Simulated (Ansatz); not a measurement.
Stepwise reaction of `C[O][Al]([OH])[O]C` with hydrogen sulfide, as a gas-phase model of exchange steps in deposition or etching. ΔE in kJ/mol.

Program: Ansatz. Geometries: PBE0-D4/def2-TZVP. ΔE: electronic, gas phase. CCSD(T)/CBS is the MP2 limit (def2-TZVPP, def2-QZVPP) plus CCSD(T) − MP2 in def2-TZVPP, frozen cores. This one scheme is used for every species. DFT in def2-TZVPP. B3LYP here is the variant with VWN-RPA as its local correlation; programs differ in this. Each species was taken in one conformer, which may not be the lowest.

| step | reaction | PBE-D4 | B3LYP-D4 | ωB97M-V | CCSD(T)/CBS |
| --- | --- | --- | --- | --- | --- |
| 2 | `C[O][Al]([OH])[SH]` + H₂S → `[OH][Al]([SH])[SH]` + CH₃OH | 9.3 | 21.8 | 18.0 | 16.5 |

Problem. Give the row of step 1, `C[O][Al]([OH])[O]C` + H₂S → `C[O][Al]([OH])[SH]` + CH₃OH. (Best estimate.)

Solution. The calculation gave: 
| step | reaction | PBE-D4 | B3LYP-D4 | ωB97M-V | CCSD(T)/CBS |
| --- | --- | --- | --- | --- | --- |
| 1 | `C[O][Al]([OH])[O]C` + H₂S → `C[O][Al]([OH])[SH]` + CH₃OH | 7.6 | 20.6 | 16.2 | 14.8 |

Problem. By hand: ΔE of the 2 steps together at CCSD(T)/CBS.

Solution. (14.8) + (16.5) = 31.3 kJ/mol, or 15.7 kJ/mol a step.

In ΔE the steps differ by no more than 1.7 kJ/mol. All are uphill at CCSD(T)/CBS. PBE-D4 differs from CCSD(T)/CBS by -7.2 to -7.2 kJ/mol a step. Only this route is followed, and other bonds may react first. Isolated molecules leave out the surface, adducts and barriers. Largest T1 diagnostic: 0.012.
